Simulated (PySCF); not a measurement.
**How methods differ on the ionisation energy of Si⁺**

Si⁺ [Ne] 3s2 3p1 (2P) → Si²⁺ [Ne] 3s2 (1S), as a difference of total energies. All numbers are calculated (PySCF 2.14, no relativity, point nucleus, in dyall-av3z). Correlated levels: valence: [Ne] frozen; virtual orbitals above 40 to 60 times the deepest correlated orbital energy dropped. The calculations carry no spin-orbit coupling.

Question: Order these methods by the ionisation energy they give, lowest first.
A. UHF
B. M06
C. r2SCAN
D. PBE0

Answer: A (15.842 eV), B (16.185 eV), D (16.433 eV), C (16.531 eV).

Errors of the correlated levels include the incompleteness of this basis and the frozen core.

For comparison: 16.322 eV (measured; NIST levels, between the centres of gravity of the two terms).
